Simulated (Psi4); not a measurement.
CHCl2, doublet, at a GFN2-xTB geometry; CISD/6-31G* run with Psi4 1.11.

The Psi4 input:
```
memory 2 GB

molecule {
0 2
Cl   -1.45352168   -0.17545972    0.02679062
C     0.00415681    0.67484410    0.17960432
Cl    1.45267340   -0.16368506   -0.08471316
H    -0.01052010    1.71639671   -0.09294267
}

set {
  basis 6-31g*
  reference uhf
}

energy('cisd')
print_variables()
```

The log (banner, timings and long lists left out):

```
Traceback (most recent call last):
  File "psi4", line 375, in <module>
  File "<string>", line 25, in <module>
  File "site-packages/psi4/driver/driver.py", line 461, in energy
  File "site-packages/psi4/driver/task_planner.py", line 255, in task_planner
  File "site-packages/psi4/driver/driver_util.py", line 222, in negotiate_derivative_type
  File "site-packages/psi4/driver/driver_util.py", line 355, in highest_analytic_derivative_available

psi4.driver.p4util.exceptions.MissingMethodError: Method=cisd is not available for any derivative level under conditions CI_TYPE=CONV, REFERENCE=UHF, FREEZE_CORE=FALSE, QC_MODULE=(auto). See https://psicode.org/psi4manual/master/introduction.html#ss-cisd. Or did you mean? ccd ccsd cisdt cisdtq qcisd lccsd ci2 ci3 ci4 ci5 ci6 ci7 ci8 ci9 ci10 ci11 ci12 ci13 ci14 ci15 ci16 ci17 ci18 ci19 ci20 ci21 ci22 ci23 ci24 ci25 ci26 ci27 ci28 ci29 ci30 ci31 ci32 ci33 ci34 ci35 ci36 ci37 ci38 ci39 ci40 ci41 ci42 ci43 ci44 ci45 ci46 ci47 ci48 ci49 ci50 ci51 ci52 ci53 ci54 ci55 ci56 ci57 ci58 ci59 ci60 ci61 ci62 ci63 ci64 ci65 ci66 ci67 ci68 ci69 ci70 ci71 ci72 ci73 ci74 ci75 ci76 ci77 ci78 ci79 ci80 ci81 ci82 ci83 ci84 ci85 ci86 ci87 ci88 ci89 ci90 ci91 ci92 ci93 ci94 ci95 ci96 ci97 ci98

Printing out the relevant lines from the Psithon --> Python processed input file:
    H    -0.01052010    1.71639671   -0.09294267
    """)
    core.IO.set_default_namespace("")
    core.set_global_option("BASIS", "6-31g*")
    core.set_global_option("REFERENCE", "uhf")
--> energy('cisd')
    print_variables()

!----------------------------------------------------------------------------------!
!                                                                                  !
!  Method=cisd is not available for any derivative level under conditions          !
!     CI_TYPE=CONV, REFERENCE=UHF, FREEZE_CORE=FALSE, QC_MODULE=(auto). See        !
!     https://psicode.org/psi4manual/master/introduction.html#ss-cisd. Or did you  !
!     mean? ccd ccsd cisdt cisdtq qcisd lccsd ci2 ci3 ci4 ci5 ci6 ci7 ci8 ci9 ci10 !
!     ci11 ci12 ci13 ci14 ci15 ci16 ci17 ci18 ci19 ci20 ci21 ci22 ci23 ci24 ci25   !
!     ci26 ci27 ci28 ci29 ci30 ci31 ci32 ci33 ci34 ci35 ci36 ci37 ci38 ci39 ci40   !
!     ci41 ci42 ci43 ci44 ci45 ci46 ci47 ci48 ci49 ci50 ci51 ci52 ci53 ci54 ci55   !
!     ci56 ci57 ci58 ci59 ci60 ci61 ci62 ci63 ci64 ci65 ci66 ci67 ci68 ci69 ci70   !
!     ci71 ci72 ci73 ci74 ci75 ci76 ci77 ci78 ci79 ci80 ci81 ci82 ci83 ci84 ci85   !
!     ci86 ci87 ci88 ci89 ci90 ci91 ci92 ci93 ci94 ci95 ci96 ci97 ci98             !
!                                                                                  !
!----------------------------------------------------------------------------------!
```

The program refused the input.
